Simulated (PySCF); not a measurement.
**Radial density of F⁻ (fluorine, charge -1)**

UHF, [Ne], closed-shell 1S. All numbers are calculated (PySCF 2.14, no relativity, point nucleus, in def2-TZVPPD).

| r (bohr) | 4πr²ρ (e/bohr) |
| --- | --- |
| 0.00240 | 0.03106 |
| 0.00404 | 0.08559 |
| 0.00680 | 0.2299 |
| 0.0114 | 0.5991 |
| 0.0192 | 1.473 |
| 0.0324 | 3.297 |
| 0.0545 | 6.294 |
| 0.0916 | 9.254 |
| 0.154 | 8.948 |
| 0.259 | 5.177 |
| 0.436 | 4.482 |
| 0.733 | 6.361 |
| 1.23 | 4.326 |
| 2.07 | 1.260 |
| 3.49 | 0.1652 |
| 5.87 | 0.008406 |
| 9.87 | 3.180e-05 |
